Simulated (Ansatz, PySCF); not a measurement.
Noncovalent pair: HF (SMILES F) (first 2 atoms) with C2H4 (SMILES C=C); geometry from B3LYP-D3(BJ)/def2-TZVP, rigid monomers moved along the line of their centres of mass till H2···C4 is 3.96 Å.
(charge 0, multiplicity 1):
```xyz
8

F     -0.0440     0.3998    -0.2698
H     -0.0182     0.2834     0.6584
C      0.4558    -0.7519     4.4553
C     -0.2774     0.3449     4.6131
H      0.0013    -1.7296     4.3497
H      1.5383    -0.7145     4.4351
H      0.1774     1.3214     4.7280
H     -1.3596     0.3063     4.6427
```

Counterpoise-corrected where a basis set is named; no monomer relaxation.

Frozen-core correlation. CBS: X⁻³ extrapolation of the correlation energy, Hartree–Fock from the larger set.

Codes used: Ansatz (Gaussian orbitals); PySCF for the dispersion terms. 

PBE/def2-TZVPPD gives -39.6 meV for the interaction energy.

**Question.** Where do these levels fall relative to PBE: PBE-D3(BJ)/def2-TZVPPD, r2SCAN/def2-TZVPPD, B3LYP/def2-TZVPPD, wB97M-V/def2-TZVPPD, MP2/CBS(aug-cc-pVDZ, aug-cc-pVTZ), MP2/CBS(aug-cc-pVDZ, aug-cc-pVTZ) + ΔCCSD(T)/aug-cc-pVDZ.

**Answer.** PBE-D3(BJ)/def2-TZVPPD -5.8; r2SCAN/def2-TZVPPD 0.8; B3LYP/def2-TZVPPD 5.0; wB97M-V/def2-TZVPPD -3.0; MP2/CBS(aug-cc-pVDZ, aug-cc-pVTZ) -2.6; MP2/CBS(aug-cc-pVDZ, aug-cc-pVTZ) + ΔCCSD(T)/aug-cc-pVDZ -1.0 meV. 2 of 6 lie above PBE; the widest gap is to PBE-D3(BJ)/def2-TZVPPD.

Ansatz is a quantum-chemistry and plane-wave program.
